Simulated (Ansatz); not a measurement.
`O=[CH][GaH2]` + NH₃ → `[NH2][GaH2]` + `C=O` at 298.15 K and 1 bar (ligand exchange at a Ga–C bond).

Computed with Ansatz on PBE0-D4/def2-TZVP structures; ΔE is electronic, products minus reactants. CCSD(T)/CBS adds triple-zeta CCSD(T) − MP2 to the extrapolated MP2 energy (def2 sets, frozen cores). This one scheme is used for every species. For Ga outer-core shells are correlated without core-valence functions, which leaves a few kJ/mol of doubt a bond. Scalar relativity is left out up to krypton.

```json
{"species": "`O=[CH][GaH2]`", "CCSD(T)/CBS energy (Eh)": "-2038.90941", "H − E (kJ/mol)": "95.1", "S (J/(mol·K))": "301.2"}
{"species": "NH₃", "CCSD(T)/CBS energy (Eh)": "-56.50880", "H − E (kJ/mol)": "100.5", "S (J/(mol·K))": "192.4"}
{"species": "`[NH2][GaH2]`", "CCSD(T)/CBS energy (Eh)": "-1981.05479", "H − E (kJ/mol)": "115.2", "S (J/(mol·K))": "263.8"}
{"species": "`C=O`", "CCSD(T)/CBS energy (Eh)": "-114.39408", "H − E (kJ/mol)": "80.1", "S (J/(mol·K))": "218.6"}
```

H − E and S are ideal-gas, rigid-rotor, harmonic terms from PBE0-D4/def2-TZVP. 1 Eh = 2625.50 kJ/mol, R = 8.31446 J/(mol·K).

Question: By hand: ΔE, ΔH, ΔS and ΔG.

Answer: ΔE = (-1981.05479) + (-114.39408) − (-2038.90941) − (-56.50880) = -0.03066 Eh = -80.5 kJ/mol. Δ(H − E) = 115.2 + 80.1 − 95.1 − 100.5 = -0.3, so ΔH = -80.8 kJ/mol. ΔS = 263.8 + 218.6 − 301.2 − 192.4 = -11.2 J/(mol·K). ΔG = -80.8 − 298.15 × (-11.2)/1000 = -77.5 kJ/mol.

Question: By hand: the equilibrium constant, and the temperature at which ΔG would vanish if ΔH and ΔS stayed fixed.

Answer: log₁₀ K = −ΔG/(RT ln 10) = 13.6. ΔG = 0 at ΔH/ΔS = 7214 K, far beyond where these terms or the molecules hold.

The number of gas molecules stays the same, so ΔS is small and ΔH decides. A doubt of 5 kJ/mol in ΔE shifts log₁₀ K by 0.9 here. These are equilibria of isolated gas molecules and say nothing of rates. Largest T1 diagnostic: 0.017 (customary marks: 0.02 for closed shells, 0.045 for open ones).
